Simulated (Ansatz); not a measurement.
Cost and result up the ladder for Cr(NH2)2 (CrN₂H₄) (7 atoms). The state is a quintet with charge 0. Geometry: PBE0-D4/def2-TZVP.

| atom | x (Å) | y (Å) | z (Å) |
| --- | --- | --- | --- |
| Cr1 | 0.181 | 0.243 | 0.257 |
| N2 | -0.270 | -1.162 | 1.407 |
| H3 | -1.175 | -1.304 | 1.839 |
| H4 | 0.258 | -2.017 | 1.527 |
| N5 | 0.338 | 1.253 | -1.311 |
| H6 | -0.374 | 1.861 | -1.695 |
| H7 | 1.042 | 1.126 | -2.026 |

Ansatz on 2 threads of Intel Xeon Platinum 8375C on a shared host. Times are rough, and most runs start from the orbitals of an earlier one. ωB97M-V/def2-TZVP serves as the yardstick here, not as an exact answer. Differences are given only for rows in sets of like size (and for xTB, whose basis is part of the method), since another set adds its own error. Binding counts from free atoms at the same level (Cr septet, N quartet, H doublet; other spins of the atoms weren't run), without zero-point energy or a counterpoise term.

LC-ωPBE has ω = 0.4 bohr⁻¹. B3LYP takes the VWN-RPA correlation. Correlated methods freeze 7 core orbitals; core or outer-core shells of Cr are correlated, in sets that lack core-valence functions.

Correlated methods converge slowly with the basis (MP2 moves by 0.15 eV from def2-TZVP to def2-QZVPP here).

| level | functions | wall time |
| --- | --- | --- |
| HF/STO-3G | 32 | 0.3 s |
| LDA (SPW92)/def2-TZVP | 131 | 1.2 s |
| PBE-D4/def2-SVP | 79 | 2.1 s |
| PBE0-D4/def2-SVP | 79 | 2.1 s |
| HF/def2-TZVP | 131 | 2.8 s |
| BLYP-D4/def2-TZVP | 131 | 4.3 s |
| r2SCAN0-D4/def2-TZVP | 131 | 4.6 s |
| CAM-B3LYP-D4/def2-TZVP | 131 | 5.5 s |
| B3LYP-D4/def2-TZVP | 131 | 5.5 s |
| PBE0-D4/def2-TZVP | 131 | 6 s |
| LC-ωPBE/def2-TZVP | 131 | 9 s |
| ωB97X-V/def2-TZVP | 131 | 22 s |
| MP2/def2-QZVPP | 327 | 22 s |
| ωB97M-V/def2-TZVP | 131 | 34 s |

Task: Estimate what each level gives for the binding energy per atom (eV).

Result: 
| level | binding energy per atom (eV) | difference from ωB97M-V/def2-TZVP (eV) |
| --- | --- | --- |
| HF/STO-3G | 2.76 | – |
| LDA (SPW92)/def2-TZVP | 3.69 | 0.55 |
| PBE-D4/def2-SVP | 3.26 | – |
| PBE0-D4/def2-SVP | 3.08 | – |
| HF/def2-TZVP | 1.88 | -1.27 |
| BLYP-D4/def2-TZVP | 3.28 | 0.13 |
| r2SCAN0-D4/def2-TZVP | 3.00 | -0.15 |
| CAM-B3LYP-D4/def2-TZVP | 3.20 | 0.05 |
| B3LYP-D4/def2-TZVP | 3.20 | 0.05 |
| PBE0-D4/def2-TZVP | 3.10 | -0.04 |
| LC-ωPBE/def2-TZVP | 3.12 | -0.03 |
| ωB97X-V/def2-TZVP | 3.18 | 0.03 |
| MP2/def2-QZVPP | 3.09 | – |
| ωB97M-V/def2-TZVP | 3.15 | 0.00 |
